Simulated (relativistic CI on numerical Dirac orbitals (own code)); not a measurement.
Electric-dipole lines of Sb V

Calculated at this level of theory: Dirac-Coulomb-Breit CI, KLI orbitals optimised for each configuration, QED by a radiative potential, valence Slater integrals scaled by 0.85, P86 correlation energy added to each configuration (own radial code, finite nucleus).

Configurations in the expansion (outside the closed core [Kr]): 4d10 5s, 4d10 5p, 4d10 5d, 4d10 5f, 4d10 5g, 4d10 6s, 4d9 5s2, 4d10 4f, 4d10 6p, 4d9 5s 4f, 4d10 6d, 4d10 7s, 4d8 5s 5p2, 4d9 5p2, 4d10 7p, 4d9 5s 5p. Levels of other configurations are missing.

```tsv
λ vac (Å)	Lower	Upper	A (s⁻¹)	E lower (cm⁻¹)	E upper (cm⁻¹)
292.01	4d10 5p 2P°_3/2 [3]	4d9 5p2 2D_3/2 [69]	1.32e+10	88025	430483
292.25	4d10 5s 2S_1/2 [1]	4d9 5s 5p 2P°_3/2 [39]	1.12e+10	0	342168
295.69	4d10 5p 2P°_3/2 [3]	4d9 5p2 2P_3/2 [66]	1.53e+10	88025	426215
295.70	4d10 5p 2P°_3/2 [3]	4d9 5p2 2D_5/2 [65]	2.75e+10	88025	426200
299.67	4d10 5p 2P°_1/2 [2]	4d9 5p2 2D_3/2 [55]	1.42e+10	79493	413196
314.73	4d10 5s 2S_1/2 [1]	4d9 5s 5p 2P°_1/2 [30]	1.77e+10	0	317731
315.22	4d10 5s 2S_1/2 [1]	4d9 5s 5p 2P°_3/2 [29]	1.27e+10	0	317237
765.76	4d10 5p 2P°_3/2 [3]	4d10 6s 2S_1/2 [6]	3.95e+09	88025	218614
850.31	4d10 5p 2P°_1/2 [2]	4d10 5d 2D_3/2 [4]	5.51e+09	79493	197097
856.35	4d9 5s2 2D_3/2 [8]	4d9 5s 5p 2D°_3/2 [44]	6.72e+09	241795	358569
860.66	4d9 5s2 2D_5/2 [7]	4d9 5s 5p 2D°_5/2 [41]	5.95e+09	231893	348083
890.85	4d10 5d 2D_3/2 [4]	4d10 5f 2F°_5/2 [22]	1.47e+09	197097	309349
892.30	4d9 5s2 2D_3/2 [8]	4d9 5s 5p 2F°_5/2 [43]	5.25e+09	241795	353865
899.15	4d10 5d 2D_5/2 [5]	4d10 5f 2F°_7/2 [23]	1.70e+09	198151	309367
899.44	4d9 5s2 2D_5/2 [7]	4d9 5s 5p 2F°_7/2 [40]	5.72e+09	231893	343073
906.82	4d9 5s2 2D_5/2 [7]	4d9 5s 5p 2P°_3/2 [39]	5.42e+09	231893	342168
908.05	4d10 5p 2P°_3/2 [3]	4d10 5d 2D_5/2 [5]	5.79e+09	88025	198151
914.04	4d9 5s2 2D_3/2 [8]	4d9 5s 5p 2P°_1/2 [42]	5.54e+09	241795	351199
934.01	4d9 5s 5p 4F°_7/2 [17]	4d9 5p2 4F_7/2 [51]	2.23e+09	302454	409519
954.91	4d9 5s 5p 4F°_5/2 [16]	4d9 5p2 2F_5/2 [48]	2.12e+09	302315	407037
960.06	4d9 5s 5p 4P°_5/2 [15]	4d9 5p2 4D_7/2 [46]	2.82e+09	296808	400968
978.64	4d9 5s 5p 4F°_9/2 [20]	4d9 5p2 4F_9/2 [50]	2.35e+09	306778	408960
993.12	4d9 5s 5p 4F°_5/2 [16]	4d9 5p2 4D_3/2 [47]	2.66e+09	302315	403008
1044.9	4d9 5s 5p 4F°_7/2 [17]	4d9 5p2 4D_5/2 [45]	2.41e+09	302454	398161
1061.7	4d9 5s 5p 4F°_9/2 [20]	4d9 5p2 4D_7/2 [46]	2.06e+09	306778	400968
1136.0	4d10 5s 2S_1/2 [1]	4d10 5p 2P°_3/2 [3]	1.67e+09	0	88025
1186.2	4d10 4f 2F°_7/2 [9]	4d10 5g 2G_9/2 [37]	2.66e+09	243042	327346
1190.0	4d10 4f 2F°_5/2 [10]	4d10 5g 2G_7/2 [38]	2.58e+09	243312	327348
1258.0	4d10 5s 2S_1/2 [1]	4d10 5p 2P°_1/2 [2]	1.22e+09	0	79493
1305.4	4d9 5s 5p 2F°_5/2 [43]	4d9 5p2 2F_7/2 [68]	1.73e+09	353865	430472
1327.4	4d9 5s 5p 2F°_7/2 [40]	4d9 5p2 2G_9/2 [58]	1.63e+09	343073	418408
1894.5	4d10 5d 2D_5/2 [5]	4d10 6p 2P°_3/2 [12]	7.53e+08	198151	250937
1968.0	4d10 5d 2D_3/2 [4]	4d10 6p 2P°_1/2 [11]	8.03e+08	197097	247909
2078.6	4d10 6p 2P°_1/2 [11]	4d10 6d 2D_3/2 [13]	1.14e+09	247909	296018
2163.8	4d10 5d 2D_3/2 [4]	4d10 4f 2F°_5/2 [10]	5.44e+08	197097	243312
2194.9	4d10 6p 2P°_3/2 [12]	4d10 6d 2D_5/2 [14]	1.24e+09	250937	296498
2227.6	4d10 5d 2D_5/2 [5]	4d10 4f 2F°_7/2 [9]	5.35e+08	198151	243042
3093.8	4d10 6s 2S_1/2 [6]	4d10 6p 2P°_3/2 [12]	3.49e+08	218614	250937
3413.5	4d10 6s 2S_1/2 [6]	4d10 6p 2P°_1/2 [11]	2.64e+08	218614	247909
4277.6	4d10 6d 2D_5/2 [14]	4d10 7p 2P°_3/2 [33]	2.48e+08	296498	319875
5555.9	4d10 5f 2F°_5/2 [22]	4d10 5g 2G_7/2 [38]	1.06e+08	309349	327348
5562.0	4d10 5f 2F°_7/2 [23]	4d10 5g 2G_9/2 [37]	1.17e+08	309367	327346
6447.9	4d10 7s 2S_1/2 [19]	4d10 7p 2P°_3/2 [33]	9.95e+07	304367	319875
7501.4	4d10 6d 2D_3/2 [13]	4d10 5f 2F°_5/2 [22]	4.48e+07	296018	309349
7770.2	4d10 6d 2D_5/2 [14]	4d10 5f 2F°_7/2 [23]	4.60e+07	296498	309367
```

Terms are leading LS components. Brackets give the number of a level in order of energy, since labels repeat. The list gives strong lines, with weight on those to low levels, without lines whose two gauges differ by over a factor of 2.5, among the lowest 70 of 322 levels, so that lines to higher ones, which can be the strongest, are missing. Levels whose partners in the same complex of configurations lie outside the list can be far off, and so can their lines. Rates are taken at the computed energies, electric ones in the length gauge.

At this charge configurations can still be misplaced by up to about 7 % of their energy. Levels and lines within the n = 5 or 6 shells can be off by up to 10 % or somewhat more, and those that change n by about 2 %, since core polarisation is missing. 6 of the 6 excited levels that our extract of the measured tables holds in this range could be paired (the sources list more); they are missed by 4501 cm⁻¹ on average and 6642 at most, and levels without a partner can miss by more.

LS names give the leading component of a level, which can be under half, so a name can repeat, a term be missing and a line seem to break the LS rules.
